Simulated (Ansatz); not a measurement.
Reaction (atomization): `CN([SiH2])[SiH3]`• → C• + 8 H• + N• + 2 Si•

Computed with Ansatz on PBE0-D4/def2-TZVP structures; ΔE is electronic, products minus reactants. CCSD(T)/CBS is the MP2 limit (def2-TZVPP, def2-QZVPP) plus CCSD(T) − MP2 in def2-TZVPP, frozen cores. This one scheme is used for every species, atoms too. DFT in def2-TZVPP. B3LYP here is the variant with VWN-RPA as its local correlation; programs differ in this. HSE06 is defined as in plane-wave codes. Open shells (•) are unrestricted, without spin–orbit coupling. Spin–orbit coupling would lower the free atoms: a little for C, Si.

```tsv
level	ΔE (kcal/mol)	difference from CCSD(T)/CBS
LDA (SPW92)	1044.5	112.9
PBE-D4	935.3	3.7
revPBE-D4	920.2	-11.4
BLYP-D4	930.1	-1.5
r2SCAN-D4	931.3	-0.3
B97M-V	933.9	2.3
PBE0-D4	926.8	-4.8
B3LYP-D4	936.2	4.6
r2SCANh-D4	927.7	-3.9
HSE06-D4	927.3	-4.3
BHLYP-D4	919.1	-12.5
CAM-B3LYP-D4	939.2	7.6
ωB97X-V	938.1	6.5
ωB97M-V	933.4	1.8
PBE-QIDH	920.9	-10.7
PBE	928.5	-3.1
revPBE	899.9	-31.7
BLYP	915.2	-16.4
r2SCAN	929.7	-1.9
PBE0	921.1	-10.5
B3LYP	925.3	-6.3
r2SCANh	926.0	-5.6
r2SCAN0	920.8	-10.8
BHLYP	910.5	-21.1
CAM-B3LYP	933.4	1.8
LC-ωPBE	923.8	-7.8
HF/def2-SVP	685.1	-246.5
MP2/def2-SVP	869.0	-62.6
CCSD/def2-SVP	863.7	-67.9
CCSD(T)/def2-SVP	871.2	-60.4
HF/def2-TZVPP	688.6	-243.0
MP2/def2-TZVPP	907.5	-24.1
SCS-MP2/def2-TZVPP	915.5	-16.1
CCSD/def2-TZVPP	896.5	-35.1
CCSD(T)/def2-TZVPP	906.7	-24.9
HF/def2-QZVPP	690.8	-240.8
MP2/def2-QZVPP	922.5	-9.1
SCS-MP2/def2-QZVPP	932.6	1.0
HF/CBS(def2)	691.2	-240.4
CCSD/CBS(def2)	921.3	-10.3
CCSD(T)/CBS	931.6	0
```

Q: What do rigid-rotor, harmonic-oscillator terms from PBE0-D4/def2-TZVP frequencies (298.15 K, 1 bar) make of the CCSD(T)/CBS value? (An estimate is asked.)

A: The calculation gave: ΔZPE = -53.3 kcal/mol, ΔH = +890.8 kcal/mol, ΔS = 1210 J/(mol·K), ΔG = +804.6 kcal/mol. Open shells count their whole term as degenerate.

Largest T1 diagnostic among the species: 0.015.

In def2-TZVPP, CCSD(T) changes the Hartree–Fock value by +218.1 kcal/mol (the triples alone add +10.2 kcal/mol) and MP2 by +218.9 kcal/mol; breaking electron pairs costs correlation energy, which Hartree–Fock lacks. At CCSD(T), def2-SVP lies −60.4 kcal/mol from the extrapolated value and def2-TZVPP −24.9 kcal/mol: correlation converges slowly with the basis, and small sets miss more of it in the bonded molecule than in its fragments. From BLYP to BHLYP (50 % exact exchange), in def2-TZVPP and without D4, ΔE moves by −4.7 kcal/mol: exact exchange takes away binding that semilocal exchange gives to molecules.

For atomizations the MP2-based limit and the directly extrapolated one differ by several kJ/mol either way, and by 10 to 25 for some Ge, Se and Sn compounds, so smaller differences from it don't rank the levels.
